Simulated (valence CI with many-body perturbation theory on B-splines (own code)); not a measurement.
**Au LIX: magnetic and hyperfine properties of the levels**

Computed by valence CI with perturbative core correlation (CI+MBPT): three valence electrons over a frozen Dirac-Fock core [Ar], radial functions for each j: 9 s, 9 p, 10 d, 8 f, 5 g, 3 h, 1 i, with the one-electron correlation potential Σ1, the two-electron term Σ2, the three-electron term Σ3, Breit, model QED; selected CI, second order for the rest (own B-spline code, finite nucleus).

No measured spectrum was set against this ion. As an estimate, large intervals hold to a few tenths of a per cent, small ones and those within an open d or f shell to about a per cent. The list stops below the first excitations out of the core. Only levels of the ground parity were solved; by the run's estimate the other parity begins above the list, which can be wrong where configurations are misplaced.

A/g_I is the dipole constant over the nuclear g factor μ/I (μ in nuclear magnetons, uniformly magnetised nucleus), B/Q the quadrupole constant per barn. Both hold the static response of the core; the bare values leave it out. Large factors of s and p1/2 electrons are usually good to 5 to 10 %; those of open d and f shells near neutrality can be off by tens of per cent, and small factors of p3/2, d and f electrons come from cancelling terms and can be off by a factor of two or in sign, in half-filled shells by more. B is blank for J = 1/2, where it vanishes, and for nearly pure S terms. Energies count from the lowest level.

Levels are named by their leading jj configuration (3d3/2^4 stands for four electrons in 3d with j = 3/2), which in mixed levels can hold well under half, so a name can repeat and another be missing. Letters in brackets count levels of one name in rising energy.

```tsv
Level	E (cm⁻¹)	g	A/g_I (MHz)	A/g_I bare	B/Q (MHz/b)	B/Q bare
(3d3/2^3) J=3/2	0	0.732	136000	136000	-86100	-87000
(3d3/2^2 3d5/2) J=5/2 [a]	739630	1.052	77300	77600	-45600	-46100
(3d3/2^2 3d5/2) J=3/2	793610	1.156	62100	62800	-14300	-14400
(3d3/2^2 3d5/2) J=9/2	823910	1.025	87600	87900	99900	101000
(3d3/2^2 3d5/2) J=7/2	828330	1.028	85100	85300	39000	39300
(3d3/2^2 3d5/2) J=1/2	841060	1.785	-61400	-58400		
(3d3/2^2 3d5/2) J=5/2 [b]	1052300	1.216	52300	53200	151000	153000
(3d3/2 3d5/2^2) J=7/2 [a]	1553600	1.122	61600	62200	-13300	-13500
(3d3/2 3d5/2^2) J=9/2	1594700	1.125	65600	66200	26800	26900
(3d3/2 3d5/2^2) J=3/2 [a]	1642200	1.096	75000	75500	-84400	-85100
(3d3/2 3d5/2^2) J=1/2	1668100	1.526	-28500	-26500		
(3d3/2 3d5/2^2) J=11/2	1676000	1.077	74300	74700	179000	180000
(3d3/2 3d5/2^2) J=5/2 [a]	1678100	1.304	20900	22200	93800	94600
(3d3/2 3d5/2^2) J=7/2 [b]	1759900	1.078	76600	77100	34300	34700
(3d3/2 3d5/2^2) J=5/2 [b]	1761100	1.083	78500	79000	-30600	-30800
(3d3/2 3d5/2^2) J=3/2 [b]	1944000	0.865	124000	123000	117000	118000
```

(1) Take the isotope of mass number 197, with I = 3/2, μ = 0.1452 μN and Q = 0.547 b. What is the hyperfine structure of (3d3/2^2 3d5/2) J=1/2?

## Answers

(1) From the table A = -5940 MHz. Shifts from the centre of gravity in MHz: F = 1: 7420, F = 2: -4460.
